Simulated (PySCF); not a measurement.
C₂H₆In (SMILES [CH3][In][CH3]), doublet, geometry from GFN2-xTB (such geometries of metal compounds can be far from the true shape) (the spin is typed, not shown lowest) (core potentials on In). Base run: PySCF with R2SCAN/def2-SVP.

The PySCF input:
```python
from pyscf import gto, scf, dft

mol = gto.M(
    atom='''
In    0.22209102    0.00252529    0.26012453
C     0.99515327    0.27581596   -1.99153319
H     1.69127446   -0.51623116   -2.25950421
H     1.47249947    1.24515471   -2.11914099
H     0.10558994    0.21511946   -2.61559874
C    -2.11912037   -0.28868504    0.67609886
H    -2.43430131   -1.17463738    0.12790984
H    -2.62698284    0.58874743    0.27981532
H    -2.34673709   -0.40467801    1.73302269
''',
    basis='def2-svp',
    ecp={'In': 'def2-svp'},
    spin=1,
    verbose=4,
)

mf = dft.UKS(mol)
mf.xc = 'r2scan'
mf.kernel()
mf.analyze()
```

Each row names what was changed in the base input (with any setting that the change needs).

| change | ΔE vs base (mEh) | dipole (D) | outcome |
|---|---|---|---|
| base | 0.000 | 0.03 | converged |
| auxbasis = cc-pvdz-jkfit | - | - | input refused |
| auxbasis = def2-tzvp-ri | - | - | input refused |
| auxbasis = def2-svp-ri | - | - | input refused |
| auxbasis = cc-pvtz-ri | - | - | input refused |
| auxbasis = cc-pvqz-jkfit | - | - | input refused |
| auxbasis = def2-universal-jfit | -0.227 | 0.03 | converged |
| auxbasis = default (with mf = mf.density_fit()) | -0.227 | 0.03 | converged |
| auxbasis = even-tempered beta=1.6 | -0.002 | 0.03 | converged |
| auxbasis = even-tempered beta=2.0 | -0.382 | 0.03 | converged |

A fitting set is made for a task (jfit for Coulomb, jkfit for Coulomb and exchange, ri for correlation) and for a family of orbital bases.

Open shells are given as the SCF converged; they aren't shown to be the lowest states, and a large step between rows can be another state.

- auxbasis = cc-pvdz-jkfit: ended with `pyscf.lib.exceptions.BasisNotFoundError: Basis set not found for In in cc-pvdz-jkfit`
- auxbasis = def2-tzvp-ri: ended with `pyscf.lib.exceptions.BasisNotFoundError: Basis set not found for In in def2-tzvp-ri`
- auxbasis = def2-svp-ri: ended with `pyscf.lib.exceptions.BasisNotFoundError: Basis set not found for In in def2-svp-ri`
